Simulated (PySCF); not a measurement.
The free ion Fe6+ in its d2 configuration.

Method (PySCF 2.14, density fitting): CASSCF(2,5) with orbitals averaged over all microstates of the shell, strongly contracted NEVPT2 on the averaged canonical orbitals; basis x2c-TZVPall; spin-free X2C; gas phase; spin-orbit coupling by state interaction with the mean-field operator over all roots of 2S+1 = 3.

Task: Which term lies lowest, and with what spin?

Result: 3F (S = 1, orbital degeneracy 7), by NEVPT2.

Task: List the excited states of the same spin.

Result: By NEVPT2: 3P at 20439 cm⁻¹ (489 nm).

Task: What magnetic behaviour follows?

Result: The lowest spin-orbit level is 5-fold with J = 2; the next lies at 965.5 cm⁻¹. μeff is 1.84 μB at 300 K and 1.64 μB at 10 K; the free-ion value g_J√(J(J+1)) for the Hund's-rule level J = 2 is 1.63 μB.

The job took 0.43 s on one thread of Arm Neoverse V2 (shared host), with 48 basis functions, launched as `OMP_NUM_THREADS=1 python lf_run.py task.json out`.
